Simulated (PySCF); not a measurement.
Job file and geometry (Å, from PBE0-D3(BJ)/def2-SVP) of an NMR shielding run on SMILES CSc1ccsc1, C$_{5}$H$_{6}$S$_{2}$, GIAO PBE0/pcSseg-1 NMR shielding, non-relativistic, gas phase in PySCF; density fitting, a coarse starting grid and PySCF grid level 2 are the driver's defaults:

```
{"job": {"kind": "nmr", "xc": "PBE0", "basis": "pcSseg-1"}, "charge": 0, "multiplicity": 1}
C     -2.378105    -0.283763    -0.322175
S     -1.375836    -0.003166     1.158945
C      0.230840     0.201017     0.452707
C      1.341632    -0.619840     0.821665
C      2.493392    -0.261117     0.176130
S      2.236345     1.060239    -0.890617
C      0.579217     1.164740    -0.465415
H     -2.386983     0.595091    -0.981847
H     -3.403096    -0.466668     0.030907
H     -2.025273    -1.164538    -0.876921
H      1.266339    -1.443381     1.532372
H      3.480233    -0.714671     0.258888
H     -0.056073     1.935960    -0.898560
```

Task: What does the program print?

Result: 
```
coarse grid: 12400 points
cycle   1  E = -989.8642051385  dE =  1.079e+00  |g| = 2.973e-01  |ddm| = 3.649e+00
cycle   2  E = -989.8544212195  dE =  9.784e-03  |g| = 3.538e-01  |ddm| = 7.329e-01
cycle   3  E = -989.8871268739  dE = -3.271e-02  |g| = 9.018e-02  |ddm| = 4.847e-01
cycle   4  E = -989.8891715860  dE = -2.045e-03  |g| = 3.236e-02  |ddm| = 1.336e-01
cycle   5  E = -989.8894114001  dE = -2.398e-04  |g| = 8.890e-03  |ddm| = 3.508e-02
cycle   6  E = -989.8894315792  dE = -2.018e-05  |g| = 1.897e-03  |ddm| = 1.199e-02
cycle   7  E = -989.8894322245  dE = -6.454e-07  |g| = 6.681e-04  |ddm| = 2.495e-03
final grid: 111768 points
cycle   8  E = -989.9365095973  dE = -1.361e-05  |g| = 1.010e-02  |ddm| = 2.799e-02
cycle   9  E = -989.9364766909  dE =  3.291e-05  |g| = 1.494e-02  |ddm| = 2.465e-02
cycle  10  E = -989.9365342452  dE = -5.755e-05  |g| = 1.878e-03  |ddm| = 1.724e-02
cycle  11  E = -989.9365352009  dE = -9.557e-07  |g| = 3.036e-04  |ddm| = 2.280e-03
cycle  12  E = -989.9365352240  dE = -2.310e-08  |g| = 6.950e-05  |ddm| = 3.499e-04
cycle  13  E = -989.9365352249  dE = -9.431e-10  |g| = 3.233e-05  |ddm| = 9.391e-05
cycle  14  E = -989.9365352252  dE = -2.449e-10  |g| = 1.083e-05  |ddm| = 3.723e-05
converged SCF energy = -989.9365352252

GIAO shielding tensors (ppm)
atom      isotropic    diamagn.    paramagn.     s11        s22        s33       span
  0 C      158.393     249.332     -90.939    136.224    155.070    183.886     47.662
  1 S      543.311    1055.805    -512.493    363.183    501.236    765.515    402.332
  2 C       42.430     258.431    -216.001    -30.543     28.924    128.910    159.453
  3 C       46.781     249.630    -202.849    -34.383     40.714    134.013    168.396
  4 C       52.492     261.754    -209.262    -37.492     49.342    145.626    183.118
  5 S      258.767    1056.157    -797.390    126.603    253.927    395.771    269.168
  6 C       49.638     255.517    -205.879    -42.530     49.341    142.101    184.631
  7 H       28.771      30.007      -1.236     23.379     27.739     35.195     11.815
  8 H       29.357      27.980       1.377     24.502     25.936     37.633     13.131
  9 H       28.874      29.705      -0.832     24.295     27.252     35.075     10.780
 10 H       24.119      30.815      -6.696     20.609     25.030     26.717      6.108
 11 H       24.215      29.811      -5.596     21.195     24.466     26.983      5.787
 12 H       24.126      31.280      -7.154     20.296     24.522     27.561      7.265
```

Size and cost of the density-fitted run: 163 basis functions, roughly 17 core-seconds.
